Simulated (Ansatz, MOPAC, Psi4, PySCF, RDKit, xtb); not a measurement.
Complex: CH2O (SMILES C=O) (first 4 atoms) with H2Se (SMILES [SeH2]); geometry from B3LYP-D3(BJ)/def2-TZVP, rigid monomers moved along the line of their centres of mass till O2···Se5 is 5.80 Å.
(charge 0, multiplicity 1):
```xyz
7

C      0.3537     0.0670    -0.3292
O      1.0838    -0.6681     0.2779
H      0.2041    -0.0338    -1.4210
H     -0.2039     0.8785     0.1737
Se     0.9494     1.4340     5.6789
H      0.5091     0.0344     5.6596
H      0.3030     1.6695     6.9807
```

```json
[
 {"level": "UFF", "interaction energy (kcal/mol)": "-0.07", "minus MP2/CBS(aug-cc-pVDZ, aug-cc-pVTZ) + ΔCCSD(T)/aug-cc-pVDZ": "0.16", "cost": "-"},
 {"level": "GFN-FF", "interaction energy (kcal/mol)": "-0.10", "minus MP2/CBS(aug-cc-pVDZ, aug-cc-pVTZ) + ΔCCSD(T)/aug-cc-pVDZ": "0.13", "cost": "-"},
 {"level": "AM1", "interaction energy (kcal/mol)": "-0.07", "minus MP2/CBS(aug-cc-pVDZ, aug-cc-pVTZ) + ΔCCSD(T)/aug-cc-pVDZ": "0.16", "cost": "-"},
 {"level": "PM3", "interaction energy (kcal/mol)": "-0.09", "minus MP2/CBS(aug-cc-pVDZ, aug-cc-pVTZ) + ΔCCSD(T)/aug-cc-pVDZ": "0.14", "cost": "-"},
 {"level": "PM6", "interaction energy (kcal/mol)": "-0.14", "minus MP2/CBS(aug-cc-pVDZ, aug-cc-pVTZ) + ΔCCSD(T)/aug-cc-pVDZ": "0.09", "cost": "-"},
 {"level": "PM7", "interaction energy (kcal/mol)": "-0.03", "minus MP2/CBS(aug-cc-pVDZ, aug-cc-pVTZ) + ΔCCSD(T)/aug-cc-pVDZ": "0.20", "cost": "-"},
 {"level": "GFN1-xTB", "interaction energy (kcal/mol)": "-0.09", "minus MP2/CBS(aug-cc-pVDZ, aug-cc-pVTZ) + ΔCCSD(T)/aug-cc-pVDZ": "0.14", "cost": "-"},
 {"level": "GFN2-xTB", "interaction energy (kcal/mol)": "-0.17", "minus MP2/CBS(aug-cc-pVDZ, aug-cc-pVTZ) + ΔCCSD(T)/aug-cc-pVDZ": "0.06", "cost": "-"},
 {"level": "HF/STO-3G (no counterpoise)", "interaction energy (kcal/mol)": "-0.06", "minus MP2/CBS(aug-cc-pVDZ, aug-cc-pVTZ) + ΔCCSD(T)/aug-cc-pVDZ": "0.17", "cost": "-"},
 {"level": "HF/6-31G*", "interaction energy (kcal/mol)": "-0.20", "minus MP2/CBS(aug-cc-pVDZ, aug-cc-pVTZ) + ΔCCSD(T)/aug-cc-pVDZ": "0.03", "cost": "-"},
 {"level": "HF/6-31G* (no counterpoise)", "interaction energy (kcal/mol)": "-0.21", "minus MP2/CBS(aug-cc-pVDZ, aug-cc-pVTZ) + ΔCCSD(T)/aug-cc-pVDZ": "0.02", "cost": "-"},
 {"level": "HF/aug-cc-pVDZ", "interaction energy (kcal/mol)": "-0.22", "minus MP2/CBS(aug-cc-pVDZ, aug-cc-pVTZ) + ΔCCSD(T)/aug-cc-pVDZ": "0.01", "cost": "-"},
 {"level": "HF/aug-cc-pVTZ", "interaction energy (kcal/mol)": "-0.21", "minus MP2/CBS(aug-cc-pVDZ, aug-cc-pVTZ) + ΔCCSD(T)/aug-cc-pVDZ": "0.02", "cost": "-"},
 {"level": "PBE/def2-TZVPPD", "interaction energy (kcal/mol)": "-0.18", "minus MP2/CBS(aug-cc-pVDZ, aug-cc-pVTZ) + ΔCCSD(T)/aug-cc-pVDZ": "0.06", "cost": "×1"},
 {"level": "PBE-D3(BJ)/def2-TZVPPD", "interaction energy (kcal/mol)": "-0.24", "minus MP2/CBS(aug-cc-pVDZ, aug-cc-pVTZ) + ΔCCSD(T)/aug-cc-pVDZ": "-0.01", "cost": "×1"},
 {"level": "PBE-D4/def2-TZVPPD", "interaction energy (kcal/mol)": "-0.26", "minus MP2/CBS(aug-cc-pVDZ, aug-cc-pVTZ) + ΔCCSD(T)/aug-cc-pVDZ": "-0.03", "cost": "×1"},
 {"level": "BP86/6-31G* (no counterpoise)", "interaction energy (kcal/mol)": "-0.13", "minus MP2/CBS(aug-cc-pVDZ, aug-cc-pVTZ) + ΔCCSD(T)/aug-cc-pVDZ": "0.10", "cost": "-"},
 {"level": "r2SCAN/def2-TZVPPD", "interaction energy (kcal/mol)": "-0.17", "minus MP2/CBS(aug-cc-pVDZ, aug-cc-pVTZ) + ΔCCSD(T)/aug-cc-pVDZ": "0.06", "cost": "×1"},
 {"level": "r2SCAN-D3(BJ)/def2-TZVPPD", "interaction energy (kcal/mol)": "-0.23", "minus MP2/CBS(aug-cc-pVDZ, aug-cc-pVTZ) + ΔCCSD(T)/aug-cc-pVDZ": "0.00", "cost": "×1"},
 {"level": "r2SCAN-D4/def2-TZVPPD", "interaction energy (kcal/mol)": "-0.23", "minus MP2/CBS(aug-cc-pVDZ, aug-cc-pVTZ) + ΔCCSD(T)/aug-cc-pVDZ": "0.00", "cost": "×1"},
 {"level": "B3LYP/3-21G (no counterpoise)", "interaction energy (kcal/mol)": "-0.13", "minus MP2/CBS(aug-cc-pVDZ, aug-cc-pVTZ) + ΔCCSD(T)/aug-cc-pVDZ": "0.10", "cost": "-"},
 {"level": "B3LYP/6-31G*", "interaction energy (kcal/mol)": "-0.15", "minus MP2/CBS(aug-cc-pVDZ, aug-cc-pVTZ) + ΔCCSD(T)/aug-cc-pVDZ": "0.08", "cost": "-"},
 {"level": "B3LYP/def2-TZVPPD", "interaction energy (kcal/mol)": "-0.15", "minus MP2/CBS(aug-cc-pVDZ, aug-cc-pVTZ) + ΔCCSD(T)/aug-cc-pVDZ": "0.08", "cost": "×2"},
 {"level": "B3LYP-D3(BJ)/def2-TZVPPD", "interaction energy (kcal/mol)": "-0.24", "minus MP2/CBS(aug-cc-pVDZ, aug-cc-pVTZ) + ΔCCSD(T)/aug-cc-pVDZ": "-0.01", "cost": "×2"},
 {"level": "PBE0/def2-TZVPPD", "interaction energy (kcal/mol)": "-0.18", "minus MP2/CBS(aug-cc-pVDZ, aug-cc-pVTZ) + ΔCCSD(T)/aug-cc-pVDZ": "0.05", "cost": "×1"},
 {"level": "PBE0-D3(BJ)/def2-TZVPPD", "interaction energy (kcal/mol)": "-0.25", "minus MP2/CBS(aug-cc-pVDZ, aug-cc-pVTZ) + ΔCCSD(T)/aug-cc-pVDZ": "-0.02", "cost": "×1"},
 {"level": "PBE0-D4/def2-TZVPPD", "interaction energy (kcal/mol)": "-0.26", "minus MP2/CBS(aug-cc-pVDZ, aug-cc-pVTZ) + ΔCCSD(T)/aug-cc-pVDZ": "-0.03", "cost": "×1"},
 {"level": "M06-2X/6-31G* (no counterpoise)", "interaction energy (kcal/mol)": "-0.18", "minus MP2/CBS(aug-cc-pVDZ, aug-cc-pVTZ) + ΔCCSD(T)/aug-cc-pVDZ": "0.05", "cost": "-"},
 {"level": "wB97X-V/def2-TZVPPD", "interaction energy (kcal/mol)": "-0.23", "minus MP2/CBS(aug-cc-pVDZ, aug-cc-pVTZ) + ΔCCSD(T)/aug-cc-pVDZ": "0.00", "cost": "×3"},
 {"level": "wB97M-V/def2-TZVPPD", "interaction energy (kcal/mol)": "-0.24", "minus MP2/CBS(aug-cc-pVDZ, aug-cc-pVTZ) + ΔCCSD(T)/aug-cc-pVDZ": "-0.01", "cost": "×3"},
 {"level": "MP2/6-31G*", "interaction energy (kcal/mol)": "-0.19", "minus MP2/CBS(aug-cc-pVDZ, aug-cc-pVTZ) + ΔCCSD(T)/aug-cc-pVDZ": "0.04", "cost": "-"},
 {"level": "MP2/6-31G* (no counterpoise)", "interaction energy (kcal/mol)": "-0.20", "minus MP2/CBS(aug-cc-pVDZ, aug-cc-pVTZ) + ΔCCSD(T)/aug-cc-pVDZ": "0.03", "cost": "-"},
 {"level": "MP2/aug-cc-pVTZ", "interaction energy (kcal/mol)": "-0.23", "minus MP2/CBS(aug-cc-pVDZ, aug-cc-pVTZ) + ΔCCSD(T)/aug-cc-pVDZ": "0.00", "cost": "×3"},
 {"level": "MP2/CBS(aug-cc-pVDZ, aug-cc-pVTZ)", "interaction energy (kcal/mol)": "-0.24", "minus MP2/CBS(aug-cc-pVDZ, aug-cc-pVTZ) + ΔCCSD(T)/aug-cc-pVDZ": "-0.01", "cost": "-"},
 {"level": "SCS-MP2/aug-cc-pVDZ", "interaction energy (kcal/mol)": "-0.23", "minus MP2/CBS(aug-cc-pVDZ, aug-cc-pVTZ) + ΔCCSD(T)/aug-cc-pVDZ": "0.00", "cost": "-"},
 {"level": "SCS-MP2/aug-cc-pVTZ", "interaction energy (kcal/mol)": "-0.22", "minus MP2/CBS(aug-cc-pVDZ, aug-cc-pVTZ) + ΔCCSD(T)/aug-cc-pVDZ": "0.01", "cost": "-"},
 {"level": "CCSD/aug-cc-pVDZ", "interaction energy (kcal/mol)": "-0.23", "minus MP2/CBS(aug-cc-pVDZ, aug-cc-pVTZ) + ΔCCSD(T)/aug-cc-pVDZ": "0.00", "cost": "-"},
 {"level": "CCSD(T)/aug-cc-pVDZ", "interaction energy (kcal/mol)": "-0.23", "minus MP2/CBS(aug-cc-pVDZ, aug-cc-pVTZ) + ΔCCSD(T)/aug-cc-pVDZ": "0.00", "cost": "×4"},
 {"level": "MP2/CBS(aug-cc-pVDZ, aug-cc-pVTZ) + ΔCCSD(T)/aug-cc-pVDZ", "interaction energy (kcal/mol)": "-0.23", "minus MP2/CBS(aug-cc-pVDZ, aug-cc-pVTZ) + ΔCCSD(T)/aug-cc-pVDZ": "0.00", "cost": "×7"},
 {"level": "SAPT0/aug-cc-pVDZ", "interaction energy (kcal/mol)": "-0.28", "minus MP2/CBS(aug-cc-pVDZ, aug-cc-pVTZ) + ΔCCSD(T)/aug-cc-pVDZ": "-0.05", "cost": "-"}
]
```

 The comparison column counts from a level with limits of its own.

The rows run from -0.28 (SAPT0/aug-cc-pVDZ) to -0.03 kcal/mol (PM7). The dispersion term adds -0.07 in PBE-D3(BJ), -0.08 in PBE-D4, -0.06 in r2SCAN-D3(BJ). The 6 functionals in def2-TZVPPD without D3 or D4 span 0.09, from wB97M-V to B3LYP.

Counterpoise-corrected where a basis set is named; no monomer relaxation. Rows marked so take none. RDKit's UFF carries no charges.

Cores are frozen in the correlated methods. Filled d and f shells under p-block atoms count as core. CBS: X⁻³ extrapolation of the correlation energy, Hartree–Fock from the larger set. Rows in 3-21G, 6-31G*, STO-3G carry no dispersion term and start afresh at each structure (6-31G* with six Cartesian d functions); the Pople sets are all-electron and without relativity. MP2/6-31G* freezes PySCF's default core, which leaves 3d correlated. The state that AM1, PM3, PM6, PM7 reach isn't checked; PM7 holds dispersion and hydrogen-bond terms.

The values were computed with Ansatz (an electronic-structure program) with Gaussian orbitals; MOPAC for AM1, PM3, PM6, PM7 (differences of heats of formation); Psi4 for SAPT; PySCF for 3-21G rows, 6-31G* rows, STO-3G rows, the dispersion terms; RDKit for the force fields; xtb for the GFN methods. Values without a source in brackets are computed.

Costs are rough ratios of core time to PBE/def2-TZVPPD (about 7 s over the structures, on one shared machine); a dash marks a level with no comparable run of its own.
